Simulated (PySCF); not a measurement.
**Electron affinity of K by level of theory**

K⁻ [Ar] 4s2 (1S) → K [Ar] 4s1 (2S), as a difference of total energies. Calculation: PySCF 2.14, in aug-cc-pwCVTZ-X2C with one added diffuse shell each of s, p, d, f type (10s9p7d4f, 100 functions); the spin-free X2C one-electron Hamiltonian (Gaussian nucleus). Correlated levels: valence: [Ar] frozen; valence and next inner shell: [Ne] frozen; nothing frozen. The calculations carry no spin-orbit coupling.

```json
{"method": "UHF", "electron affinity (eV)": "-0.081"}
{"method": "LDA", "electron affinity (eV)": "0.578"}
{"method": "PBE", "electron affinity (eV)": "0.516"}
{"method": "PBE0", "electron affinity (eV)": "0.480"}
{"method": "r2SCAN", "electron affinity (eV)": "0.410"}
{"method": "LC-wPBE", "electron affinity (eV)": "0.413"}
{"method": "B97-3", "electron affinity (eV)": "0.593"}
{"method": "HSE06", "electron affinity (eV)": "0.483"}
{"method": "BP86", "electron affinity (eV)": "0.597"}
{"method": "MP2 (valence)", "electron affinity (eV)": "0.302"}
{"method": "SCS-MP2 (valence)", "electron affinity (eV)": "0.379"}
{"method": "MP2 (valence and next inner shell)", "electron affinity (eV)": "0.339"}
{"method": "SCS-MP2 (valence and next inner shell)", "electron affinity (eV)": "0.407"}
{"method": "MP2 (all electrons)", "electron affinity (eV)": "0.339"}
{"method": "SCS-MP2 (all electrons)", "electron affinity (eV)": "0.407"}
```

Errors of the correlated levels include the incompleteness of this basis and the frozen core.

A negative affinity means that the anion lies above the atom at that level of theory.

In the anion the highest occupied orbital energy is positive at LDA, PBE, PBE0, r2SCAN, B97-3, HSE06, BP86, a self-interaction effect; the basis confines that electron, and the energy difference can still be sensible.

For comparison: 0.501 eV (measured; photodetachment measurements, as compiled on the Wikipedia data page of electron affinities).
